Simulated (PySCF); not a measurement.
## BI₃: calculation against measurement

Isolated BI₃, optimised in PySCF with density fitting and no spin–orbit coupling; def2 sets carry scalar-relativistic core potentials from Rb on. All levels below give a singlet of D3h symmetry: PBE/def2-TZVP B–I 2.126 Å (×3); B3LYP/def2-SVP B–I 2.138 Å (×3).

Counting electrons, boron keeps none of its valence electrons outside its bonds, so the VSEPR class is AX3 and the expected shape is trigonal planar (D3h), as computed.

Question: The tabulated gas-phase entropy at 298.15 K and 1 bar is 348.64 J/(mol K) (Chase, 1998, NIST Chemistry WebBook). What do rigid-rotor harmonic-oscillator sums give?

Answer: PBE/def2-TZVP 351.1, B3LYP/def2-SVP 350.1 J/(mol K).

Question: ΔfH°(298 K) is 71.13 kJ/mol (Chase, 1998, NIST Chemistry WebBook), and for the gaseous atoms B 565.0, I 106.8 kJ/mol (tabulated in the package mendeleev). Compare the atomisation enthalpy with the calculations.

Answer: From the tables it is 565.0 + 3 × 106.8 − (71.1) = 814 kJ/mol. To a computed De one adds −ZPE (-12.3), the atoms' spin–orbit lowering from NIST levels (-91.1) and the thermal terms (7.9), all taken at PBE/def2-TZVP.
| level | De (kJ/mol) | ΔatH°(298 K) | computed − tabulated |
| --- | --- | --- | --- |
| PBE/def2-TZVP | 998 | 902 | 88 |
| B3LYP/def2-SVP | 909 | 813 | -1 |
